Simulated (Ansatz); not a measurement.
Reaction (ligand exchange at the Si–N bond): `F[SiH2]N[SiH](F)F` + `[NH2][GeH3]` → `F[SiH](F)[NH][GeH3]` + `N[SiH2]F`

Computed with Ansatz on PBE0-D4/def2-TZVP structures; ΔE is electronic, products minus reactants. CCSD(T)/CBS is the MP2 limit (def2-TZVPP, def2-QZVPP) plus CCSD(T) − MP2 in def2-TZVPP, frozen cores. Functionals use def2-TZVPP. For Ge outer-core shells are correlated without core-valence functions, which leaves a few kJ/mol of doubt a bond. Scalar relativity is left out up to krypton. One conformer a species, not always the lowest.

`F[SiH2]N[SiH](F)F`:

```xyz
10

F    -0.297   -1.393   -2.191
Si    0.137    0.006   -1.555
N     0.586   -0.158    0.093
Si   -0.364    0.109    1.476
F    -0.398   -1.183    2.394
F     0.273    1.236    2.391
H    -1.034    0.905   -1.624
H     1.299    0.477   -2.336
H     1.527   -0.493    0.258
H    -1.728    0.495    1.094
```

`[NH2][GeH3]`:

Z-matrix (Å, degrees):
```
Ge
N 1 1.843
H 1 1.536 2 106.9
H 1 1.548 2 114.5 3 -120.5
H 1 1.536 2 106.8 3 119.0
H 2 1.011 1 113.7 3 59.1
H 2 1.011 1 113.6 3 -176.9
```

`F[SiH](F)[NH][GeH3]`:

Z-matrix (Å, degrees):
```
Si
F 1 1.589
N 1 1.684 2 109.7
F 1 1.590 2 103.9 3 121.1
H 1 1.472 2 110.3 3 -123.3
Ge 3 1.852 1 128.2 2 46.2
H 3 1.009 1 116.4 2 -139.5
H 6 1.537 3 109.3 1 -119.1
H 6 1.537 3 109.0 1 121.1
H 6 1.531 3 106.3 1 1.0
```

`N[SiH2]F`:

Z-matrix (Å, degrees):
```
Si
F 1 1.605
N 1 1.696 2 114.6
H 1 1.479 2 105.8 3 -119.3
H 1 1.479 2 105.8 3 119.3
H 3 1.006 1 122.0 2 77.5
H 3 1.006 1 122.0 2 -77.5
```

| level | ΔE (kcal/mol) |
| --- | --- |
| r2SCAN-D4 | -2.2 |
| B2PLYP | -2.4 |
| r2SCAN | -2.2 |
| MP2/def2-TZVPP | -2.5 |

Question: What does CCSD(T)/CBS give? (An estimate is asked.)

Answer: Computed: -2.4 kcal/mol. The listed levels differ from it by 0.2, 0.0, 0.2, -0.1 kcal/mol.

Largest T1 diagnostic among the species: 0.012.
